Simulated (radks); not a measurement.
Results of a calculation; reference values are marked as such.
Q: Ionisation of the chromium ion Cr4+, [Ar] 3d2, to Cr5+, [Ar] 3d1, under several functionals. Scalar-relativistic Kohn-Sham, spin-polarised, spherical densities, finite nucleus; open shells are filled with parallel spins first; a radial shooting solver on a logarithmic mesh with Libxc functionals. The NIST Atomic Spectra Database gives 69.46 eV (semi-empirical). Rank these functionals by the error of their Delta-SCF ionisation energy: SOGGA; PBEsol; exchange-only PBE; HCTH/407; TASK exchange with Perdew-Wang LDA correlation; PBE.

A: From best to worst: PBE 69.261 eV (-0.199); PBEsol 69.229 eV (-0.231); SOGGA 69.112 eV (-0.348); TASK exchange with Perdew-Wang LDA correlation 68.882 eV (-0.578); HCTH/407 70.114 eV (+0.654); exchange-only PBE 68.064 eV (-1.396). Open shells are spherical and high-spin; term and fine-structure splittings are not resolved.
